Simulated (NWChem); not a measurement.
Species: Si2H4SCl2; SMILES S([SiH2]Cl)[SiH2]Cl

```xyz
9

Si    -0.8950    -1.7384    -0.3635
Cl     0.6388    -3.0689    -0.8051
S     -0.3256    -0.2591     1.0923
Si     0.7747     1.1582    -0.0963
Cl    -0.4583     2.4558    -1.1517
H     -1.2842    -1.0922    -1.6354
H     -2.0004    -2.5006     0.2508
H      1.6163     0.4590    -1.0910
H      1.5664     1.9558     0.8615
```
Atoms are numbered in this order, from 1.

All runs: NWChem. Coordinates come from a B3LYP/6-31G* (spherical d) optimisation. GIAO values for the isolated, static molecule; σ is the absolute isotropic shielding, δ = σ(reference) − σ with the isolated reference molecule computed at the same levels (1H: tetramethylsilane, 29Si: tetramethylsilane).

For level PBE0/pcSseg-1:

```
Property     Value
-----------  -----
σ Cl2 (ppm)  920.5
σ S3 (ppm)   655.3
δ H6 (ppm)    5.78
δ H7 (ppm)    5.73
```

Question: What are these values for level KT2/pcSseg-1?

Answer: 
- σ Cl2 (ppm) = 899.4
- σ S3 (ppm) = 630.3
- δ H6 (ppm) = 5.98
- δ H7 (ppm) = 5.88
